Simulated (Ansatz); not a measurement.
Isolated molecules relaxed with PBE0-D4/def2-TZVP in Ansatz; ΔE leaves out vibrations. CBS: MP2 limit from def2 TZ/QZ plus the TZ coupled-cluster correction, frozen cores. This one scheme is used for every species. Functionals use def2-TZVPP. For Ga outer-core shells are correlated without core-valence functions, which leaves a few kJ/mol of doubt a bond. Scalar relativity is left out up to krypton. One conformer a species, not always the lowest.

Reaction (formal exchange of groups at a Ga–O bond): `C[O][Ga]([CH3])[NH2]` + CH₄ → `[CH3][Ga]([CH3])[NH2]` + CH₃OH

Question: Is it downhill or uphill in electronic energy at CCSD(T)/CBS, and by how much? (Best estimate.)

Answer: Computed: Uphill: ΔE = +0.76 eV.

Question: What do these levels give: r2SCAN0-D4, B2PLYP, r2SCAN0, CAM-B3LYP, CCSD(T)/def2-SVP, HF/def2-TZVPP? (Best estimate.)

Answer: Computed: r2SCAN0-D4 0.79, B2PLYP 0.82, r2SCAN0 0.78, CAM-B3LYP 0.82, CCSD(T)/def2-SVP 0.93, HF/def2-TZVPP 0.87 eV.

Largest T1 diagnostic among the species: 0.013.

At CCSD(T), def2-SVP lies +0.17 eV from the extrapolated value and def2-TZVPP +0.03 eV. Leaving LDA and LC-ωPBE aside and taking each functional with its dispersion term where it has one, the values, not all of them listed here, spread over 0.11 eV, from HSE06-D4 to B97M-V. In def2-TZVPP, CCSD(T) changes the Hartree–Fock value by −0.08 eV (the triples alone add +0.00 eV) and MP2 by −0.07 eV.
